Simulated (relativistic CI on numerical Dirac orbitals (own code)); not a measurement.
Ru4+: M2,3 absorption edge

Computed with this model: Dirac-Coulomb-Breit CI, orbitals from a KLI potential per configuration, model QED (radiative potential, 1s self-energy scaled to tabulated hydrogen-like ionisation energies), valence Slater integrals scaled by 0.8, multiplet model of core-to-valence dipole absorption; configurations [Kr] 4d4 → [Ne] 3s2 3p5 3d10 4s2 4p6 4d5; 300 K; Lorentzian 1.2 eV and Gaussian 0.4 eV FWHM. Energies are those of the free ion, without screening or charge transfer. The branching ratio is the share of the lower-energy edge in the whole absorption, uncertain by about 0.02 where the edges overlap. S is read from ⟨S²⟩ = S(S + 1).

Field parameters in Wybourne normalisation: Oh B⁴₀ = 21Dq, B⁴₄ = √(5/14) B⁴₀. The field is a parameter set, without covalency.

Case Oh, 10Dq = 43700 cm⁻¹, the dichroism is that of the ground state at zero temperature, magnetised by exchange field 10 meV on Sz. The dichroism I(Δm = −1) − I(Δm = +1), over the sum of the three polarisations, integrates to -0.0090 on the lower edge and -0.0006 on the upper edge. The branching ratio is 0.794.

Task: Use the orbital sum rule with 6 holes to get ⟨Lz⟩.

Result: For a p → d edge ⟨Lz⟩ = 2 × n_h × (sum of both integrals) in this sign convention = -0.11; the ground state itself has ⟨Lz⟩ = -0.11 and ⟨Sz⟩ = -0.12. The rule assumes one radial integral for both edges, which relativistic orbitals only approach.
